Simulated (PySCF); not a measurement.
## Mn: excitation energy

Mn [Ar] 3d5 4s2 (6S) → Mn [Ar] 3d5 4s1 4p1 (8P), as a difference of total energies. All numbers are calculated (PySCF 2.14, the spin-free X2C one-electron Hamiltonian (Gaussian nucleus), in x2c-TZVPPall with one added diffuse shell each of s, p, d, f type (7s6p5d3f1g, 80 functions)). Correlated levels: valence and next inner shell: [Ne] frozen. The calculations carry no spin-orbit coupling.

```json
{"method": "UHF", "excitation energy (eV)": "1.127", "error (eV)": "-1.176"}
{"method": "MP2 (valence and next inner shell)", "excitation energy (eV)": "2.039", "error (eV)": "-0.264"}
{"method": "SCS-MP2 (valence and next inner shell)", "excitation energy (eV)": "2.265", "error (eV)": "-0.038"}
{"method": "CCSD (valence and next inner shell)", "excitation energy (eV)": "2.132", "error (eV)": "-0.171"}
{"method": "CCSD(T) (valence and next inner shell)", "excitation energy (eV)": "2.233", "error (eV)": "-0.070"}
```

Reference: 2.303 eV (measured; NIST levels, between the centres of gravity of the two terms).

Errors of the correlated levels include the incompleteness of this basis and the frozen core.
